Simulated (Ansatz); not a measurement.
Consider the formal exchange of groups at a Mo–O bond: `C[O][Mo](=[O])([OH])=[S]` + CH₄ → `[CH3][Mo](=[O])([OH])=[S]` + CH₃OH.

Gas-phase electronic energies from Ansatz, PBE0-D4/def2-TZVP geometries. CCSD(T)/CBS adds triple-zeta CCSD(T) − MP2 to the extrapolated MP2 energy (def2 sets, frozen cores). This one scheme is used for every species. Functionals use def2-TZVPP. HSE06 is defined as in plane-wave codes. Elements past krypton have def2 core potentials. For Mo outer-core shells are correlated without core-valence functions, which leaves a few kJ/mol of doubt a bond. Each species was taken in one conformer, which may not be the lowest.

(1) Is it downhill or uphill in electronic energy at CCSD(T)/CBS, and by how much? (Best estimate.)

(2) What do these levels give: HSE06-D4, BHLYP-D4, LC-ωPBE, RPA@PBE/def2-TZVPP, CCSD/def2-SVP, MP2/def2-QZVPP? (Best estimate.)

Largest T1 diagnostic among the species: 0.025, so the coupled-cluster value is less sure than usual.

Answers

(1) The calculation gave: Uphill: ΔE = +109.0 kJ/mol.

(2) Computed: HSE06-D4 113.8, BHLYP-D4 117.0, LC-ωPBE 114.2, RPA@PBE/def2-TZVPP 111.6, CCSD/def2-SVP 119.5, MP2/def2-QZVPP 118.9 kJ/mol.

At CCSD(T), def2-SVP lies +18.9 kJ/mol from the extrapolated value and def2-TZVPP +2.2 kJ/mol. Leaving LDA and LC-ωPBE aside and taking each functional with its dispersion term where it has one, the values, not all of them listed here, spread over 20.3 kJ/mol, from ωB97M-V to BLYP-D4.
